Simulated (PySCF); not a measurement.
**Electric field gradients and quadrupole coupling constants**

Compound: C₅H₁₁NO₂Si.
SMILES with atom numbers: `[CH2:1]=[CH:2][CH2:3][NH:4][SiH2:5][O:6][C:7]([CH3:8])=[O:9]` (hydrogens: H10, H11 on C1; H12 on C2; H13, H14 on C3; H15 on N4; H16, H17 on Si5; H18, H19, H20 on C8)

Structure used (GFN2-xTB), in Å, numbered top down from 1:
```
atom  x, y, z in Å
C1    -3.9924   -0.1741    0.5161
C2    -2.8905   -0.3222   -0.1944
C3    -2.0647    0.8075   -0.7333
N4    -0.6883    0.7410   -0.2980
Si5    0.4597   -0.2292   -1.1111
O6     1.7790    0.0463   -0.1319
C7     2.9656   -0.3965   -0.5025
C8     4.0508   -0.0560    0.4837
O9     3.1382   -1.0092   -1.5227
H10   -4.5490   -1.0151    0.8932
H11   -4.3928    0.8015    0.7406
H12   -2.4916   -1.3038   -0.4109
H13   -2.0586    0.7581   -1.8251
H14   -2.4976    1.7669   -0.4315
H15   -0.6035    0.8600    0.7011
H16    0.2499   -1.6790   -1.1622
H17    0.6684    0.3385   -2.4370
H18    5.0202   -0.3280    0.0779
H19    3.8744   -0.6031    1.4077
H20    4.0178    1.0072    0.7080
```

Field gradients from the PBE0/pcSseg-1 density (PySCF, non-relativistic), principal values in atomic units, ordered |Vxx| ≤ |Vyy| ≤ |Vzz|:

```tsv
atom	Vxx	Vyy	Vzz
N4	0.3127	0.7003	-1.0129
O6	-0.6029	-0.7069	1.3098
O9	0.6348	0.9764	-1.6112
```

Q: Find the asymmetry η = (Vxx − Vyy)/Vzz and the couplings χ = eQV/h (234.96 MHz × Q in barn × V in au), with Q(14N) = 0.02044 b, Q(17O) = −0.0256 b.

A: 
```
atom                               environment  nucleus     η  χzz (MHz)  χxx (MHz)  χyy (MHz)
  N4                    silicon-bound nitrogen      14N  0.38     -4.865      1.502      3.363
  O6  oxygen singly bound to a carbonyl carbon      17O  0.08      -7.88       3.63       4.25
  O9                           carbonyl oxygen      17O  0.21       9.69      -3.82      -5.87
```

Q: What is Vzz at N4 in SI units (1 au = 9.71736 × 10²¹ V/m²)?

A: -1.0129 au = -9.843 × 10²¹ V/m².

Q: And the gradient at the other heavy atoms, for which no coupling is worked out here?

A: 
```tsv
atom	environment	Vzz (au)	η
C1	terminal =CH2 carbon	0.301	0.43
C2	alkene CH carbon	0.338	0.55
C3	sp3 carbon bound to nitrogen	0.218	0.33
Si5	oxygen-bound silicon	0.647	0.47
C7	carbonyl carbon	0.418	0.96
C8	methyl carbon next to a carbonyl	0.097	0.59
```

Q: What couplings would deuterons (Q(2H) = 0.00286 b) have in place of the hydrogens, at this geometry?

A: 
| atom | bonded to | bond length (Å) | Vzz (au) | η | χzz (kHz) |
| --- | --- | --- | --- | --- | --- |
| H10 | C1 | 1.077 | 0.3378 | 0.05 | 227 |
| H11 | C1 | 1.078 | 0.3351 | 0.06 | 225 |
| H12 | C2 | 1.081 | 0.3247 | 0.06 | 218 |
| H13 | C3 | 1.093 | 0.2970 | 0.06 | 200 |
| H14 | C3 | 1.095 | 0.2940 | 0.03 | 198 |
| H15 | N4 | 1.010 | 0.4155 | 0.18 | 279 |
| H16 | Si5 | 1.466 | 0.1554 | 0.04 | 104 |
| H17 | Si5 | 1.457 | 0.1625 | 0.05 | 109 |
| H18 | C8 | 1.086 | 0.3136 | 0.02 | 211 |
| H19 | C8 | 1.088 | 0.3126 | 0.03 | 210 |
| H20 | C8 | 1.087 | 0.3130 | 0.03 | 210 |

Geometry: GFN2-xTB, one conformer, isolated molecule. GFN2-xTB bond lengths can be off by several hundredths of an ångström, more for odd bonds, and the gradients follow them. A larger basis could move these couplings by a tenth or more.

The run behind these numbers computed NMR shieldings as well. Time: 76 s; peak memory 0.95 GiB. Hardware: an Arm Neoverse N1 with one thread, no GPU, shared host with 64 logical CPUs at a one-minute load of 60.
